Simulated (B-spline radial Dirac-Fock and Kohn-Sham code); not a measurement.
## Dipole and non-dipole photoemission parameters of Cd²⁺ 4d3/2

System: cadmium as Cd²⁺ in the configuration [Kr] 4d10; threshold 37.11 eV (orbital energy of the model). The computed values come from a radial B-spline solver: Dirac-Hartree-Slater photoionisation with a Latter tail; cross sections with all multipoles, angular parameters from the dipole term and its interference with E2.

Input file task.json (cfg lists n, l and occupation; rrms is the nuclear radius in fm):

```json
{"items": [{
  "Z": 48,
  "q": 2,
  "cfg": [[1, 0, 2], [2, 0, 2], [2, 1, 6], [3, 0, 2], [3, 1, 6], [3, 2, 10], [4, 0, 2], [4, 1, 6], [4, 2, 10]],
  "A": 114,
  "rrms": 4.6087,
  "do": "xps",
  "hv": [84.7, 88.2, 97.3, 121.0, 124.0, 175.0, 184.0, 189.0, 200, 259.0, 263.0, 306.0, 526.0, 713.0, 800, 903.0, 1000, 2000, 2050.0, 3750.0, 4000, 4140.0, 4840.0, 6000, 8047.8, 8330.0, 8770.0, 8900.0, 9350.0, 15000]
}]}
```

Command: `python xray2_run.py task.json out`

```csv
hν (eV),σ (kb),β,γ,δ
84.7,1380,1.620,-0.053,0.001
88.2,1030,1.730,-0.063,0.002
97.3,475,1.959,-0.090,0.004
121,105,0.404,0.018,0.009
124,100,0.011,0.058,0.007
175,212,-0.144,0.129,-0.011
184,228,-0.003,0.115,-0.011
189,235,0.065,0.108,-0.011
200,247,0.197,0.093,-0.011
259,257,0.634,0.031,-0.009
263,256,0.654,0.028,-0.009
306,234,0.827,0.001,-0.006
526,115,1.196,-0.021,0.010
713,63.7,1.293,0.026,0.019
800,49.7,1.314,0.056,0.023
903,37.8,1.327,0.093,0.027
1000,?,?,?,?
2000,4.70,1.252,0.482,0.064
2050,4.38,1.246,0.497,0.066
3750,0.670,1.062,0.901,0.123
4000,0.541,1.038,0.945,0.132
4140,0.482,1.025,0.968,0.137
4840,0.283,0.966,1.073,0.161
6000,0.134,0.882,1.210,0.202
8047.8,0.0461,0.767,1.384,0.271
8330,0.0406,0.753,1.403,0.280
8770,0.0335,0.733,1.431,0.294
8900,0.0317,0.728,1.439,0.299
9350,0.0264,0.709,1.466,0.313
15000,0.00424,0.530,1.684,0.483
```

Question: Give the values at 1000 eV.

Answer: σ = 29.6 kb, β = 1.333, γ = 0.130, δ = 0.031.
